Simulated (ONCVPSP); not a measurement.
## Configuration tests for Tc (Z = 43) (ONCV)

Tc, optimised norm-conserving Vanderbilt (ONCV), made with ONCVPSP 4.0.1 (PBE, scalar-relativistic). Core [Ar] 3d10, reference 4s2 4p6 4d4 (charge +3). Waves: 4s: rc 1.50 bohr, ncon 3, nbas 7, qcut 8 1/bohr, 2 projectors, debl 2.9 Ha; 4p: rc 1.10 bohr, ncon 4, nbas 8, qcut 8.5 1/bohr, 2 projectors, debl 0.5 Ha; 4d: rc 1.85 bohr, ncon 4, nbas 8, qcut 9.5 1/bohr, 3 projectors, debl 1.2 Ha; f scattering state at 0.03 Ha: rc 1.95 bohr, ncon 4, nbas 7, qcut 5.5 1/bohr, 2 projectors, debl 3.3 Ha. Local part: polynomial inside 0.95 bohr (lpopt 1, dvloc0 0 Ha). Core correction: Teter function, fcfact 1.75, rcfact 1.6.

In the s channel the program set the typed energies aside and used -3.810, 0.250 Ha. In the p channel the program set the typed energies aside and used -2.770, 0.250 Ha. In the d channel the program set the typed energies aside and used -1.292, 0.250, 1.450 Ha.

Energies are relative to the spin-unpolarised reference configuration 4s2 4p6 4d4; without spin polarisation the order of configurations can differ from experiment.

```
valence configuration  charge  ΔE all-electron (eV)  error AE − PS (meV)
      4s2 4p6 4d5 5s2       0               -51.711                 +5.6
      4s2 4p6 4d5 5s1      +1               -43.557                 +4.8
          4s2 4p6 4d5      +2               -28.706                 +1.9
      4s2 4p6 4d5 5p2       0               -43.999                 +5.0
```

Levels in the configuration 4s2 4p6 4d5 5s2:

```csv
level,all-electron (eV),pseudo (eV)
4s,-73.379,-73.361
4p,-45.343,-45.341
4d,-6.662,-6.664
5s,-5.043,-5.042
```
